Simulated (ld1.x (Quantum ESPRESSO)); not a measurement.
neodymium: excitation energies, all-electron against TM

ld1.x (Quantum ESPRESSO) 7.5 input, shortened:

```
&input
   title='Nd', zed=60., rel=2, dft='PBESOL', iswitch=3,
   config='[Xe] 4f4 5d0 6s1.5 6p0.5', rel_dist='average'
 /
 &inputp
   pseudotype=2, tm=.true., lloc=-2, rcloc=1.40,
   nlcc=.false.
 /
4
5S  1  0   2.00   0.00  1.80  1.80  0.0
5P  2  1   6.00   0.00  1.70  1.70  0.0
5D  3  2   0.00   0.00  2.60  2.60  0.0
4F  4  3   4.00   0.00  1.20  1.20  0.0
 &test
   configts(1)='4f4 5s2 5p6 5d0 6s1.5 6p0.5'
 /
```

Open shells are filled in proportion to 2j + 1 (rel_dist='average').

Occupied shells without a wave of their own: 6p, 6s. They enter only through the test configuration that unscreens the potential.

Energies are relative to the spin-unpolarised reference configuration 4f4 5s2 5p6 5d0 6s1.5 6p0.5; without spin polarisation the order of configurations can differ from experiment. Not all tests gave a result: 3 of 7 tests not solved or not reliable. Left out of the table: 4f4 5s2 5p6 5d0 6s2 6p0 (an occupied level unbound or not found, printed error +486 meV); 4f4 5s2 5p6 5d1 6s1 6p0 (an occupied level unbound or not found, printed error +2.8 eV); 4f4 5s2 5p6 5d0.5 6s1.5 6p0 (pseudo-atom not self-consistent, printed error +1.4 eV).

| valence configuration | charge | ΔE all-electron (eV) | error AE − PS (meV) |
| --- | --- | --- | --- |
| 4f4 5s2 5p6 5d0 6s1 6p0 | +1 | 4.659 | +1214 |
| 4f4 5s2 5p6 5d0 6s0 6p0 | +2 | 15.349 | +2716 |
| 4f4 5s1 5p6 5d0 6s2 6p0 | +1 | 44.545 | +2131 |

Q: What are ΔE and the potential's error for 4f3 5s2 5p6 5d1 6s1 6p0?

A: ΔE = 6.948 eV all-electron; the error (AE − PS) is +1326 meV.

These tests converged, but a pseudo level misses the all-electron one widely, so the file describes the atom poorly there or has found another state: 4f4 5s2 5p6 5d0 6s1 6p0: 5p by 2.2 eV; 4f4 5s2 5p6 5d0 6s0 6p0: empty 6p by 6.8 eV; 4f4 5s1 5p6 5d0 6s2 6p0: 4f by 3.2 eV; 4f3 5s2 5p6 5d1 6s1 6p0: 4f by 2.8 eV. ld1.x printed “convergence not achieved” for 3 of the counted tests; their residual had stalled under 1e-8, short of the target of 1e-14. The 6p, 6s levels have no wave, so the channel is fitted at the deeper level alone: the likely source of the large errors.

A Bessel basis up to 400 Ry misses an occupied level by 0.09 Ry, so cutoffs and ghosts were not judged. The potential misses its own reference levels by up to 0.3 eV.
